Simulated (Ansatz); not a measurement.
C2H8BGa, SMILES `CB[CH2][GaH2]`, relaxed with RKS PBE-D4/def2-SVP in Ansatz 0.2.0 from a rough embedded geometry. The force threshold is 0.03 eV/Å; the program also tests the step.

Charge 0, multiplicity 1.

Start:

```xyz
12

C     0.196    1.784   -0.653
B    -0.327    0.347   -0.492
C    -0.127   -0.377    0.869
Ga    0.039   -2.452    0.704
H    -0.056    2.159   -1.732
H    -0.237    2.506    0.042
H     1.330    1.830   -0.565
H    -0.895   -0.212   -1.336
H    -0.577    0.231    1.740
H     0.972   -0.482    1.125
H    -1.084   -2.546    0.952
H     0.765   -2.787   -0.651
```

**Question.** How much energy does the relaxation release, and in how many steps? (An estimate is asked.)

**Answer.** The calculation gave: 4.80 eV, in 19 steps, 2 of them rejected.

**Question.** Which bonds change most? (Estimate.)

**Answer.** Computed: Ga4–H11 from 1.153 to 1.580 Å; C3–Ga4 from 2.088 to 2.009 Å; B2–H8 from 1.161 to 1.226 Å; C1–H5 from 1.171 to 1.112 Å.

**Question.** Give the relaxed structure. (An estimate is asked.)

**Answer.** The calculation gave: 
```xyz
12

C     0.360    1.508   -0.899
B    -0.606    0.673    0.023
C    -0.120   -0.262    1.146
Ga    0.077   -2.018    0.190
H     0.121    1.377   -1.977
H     0.160    2.587   -0.702
H     1.443    1.331   -0.742
H    -1.809    0.734   -0.207
H    -0.857   -0.481    1.944
H     0.899   -0.056    1.536
H    -1.135   -3.032    0.172
H     1.466   -2.362   -0.484
```
